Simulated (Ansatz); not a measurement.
Spectroscopic constants of KBr, closed-shell singlet (the spin of the measured ground state). No spin–orbit coupling. K is treated without relativity. Br is treated without relativity.

```csv
level,bond energy D_e (kJ/mol),minus CCSD(T)/def2-QZVPP
SVWN5/def2-TZVPP,412.2,26.4
PBE/def2-TZVPP,374.8,-11.0
r2SCAN/def2-TZVPP,392.8,7.0
B97M-V/def2-TZVPP,373.1,-12.6
B3LYP/def2-TZVPP,368.7,-17.1
PBE0/def2-TZVPP,376.4,-9.3
BHLYP/def2-TZVPP,366.1,-19.7
CAM-B3LYP/def2-TZVPP,375.7,-10.0
wB97X-V/def2-TZVPP,393.5,7.7
wB97M-V/def2-TZVPP,387.4,1.7
B2PLYP/def2-TZVPP,372.8,-12.9
CCSD/def2-TZVPP,362.7,-23.0
CCSD/def2-QZVPP,378.3,-7.4
CCSD(T)/def2-TZVPP,368.4,-17.3
CCSD(T)/def2-QZVPP,385.7,0.0
```

 The comparison column counts from a level with limits of its own.

The rows run from 362.7 (CCSD/def2-TZVPP) to 412.2 kJ/mol (SVWN5/def2-TZVPP). From def2-TZVPP to def2-QZVPP CCSD(T) changes by 17.3. The 11 functionals in def2-TZVPP without D3 or D4 span 46.1, from BHLYP to SVWN5.

D_e counts from the fitted minimum to each atom's lowest state at the same level, without counterpoise. The singlet is restricted.

Correlated levels freeze the inner cores; with def2 sets outer-core shells near the valence are correlated too.

Programs: Ansatz (an electronic-structure program) with Gaussian orbitals. Values without a source in brackets are computed.
